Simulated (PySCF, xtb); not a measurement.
C2H6BNO2Si, SMILES N[SiH2]C#CB(O)O.

GFN2-xTB in xtb at its own geometry gives an orbital gap of 4.29 eV and a dipole moment of 3.56 D.

The structure is a stationary point at ωB97X-D3(BJ)/def2-SVP. This is a generated structure with no PubChem entry under its InChIKey; it may be hypothetical. Other conformers were not sampled.

What does PBE/def2-TZVP (PySCF) give? (The exact figures need the calculation; the answer reports its results.)

gap 4.38 eV (levels -6.22 and -1.85 eV), dipole 3.31 D.
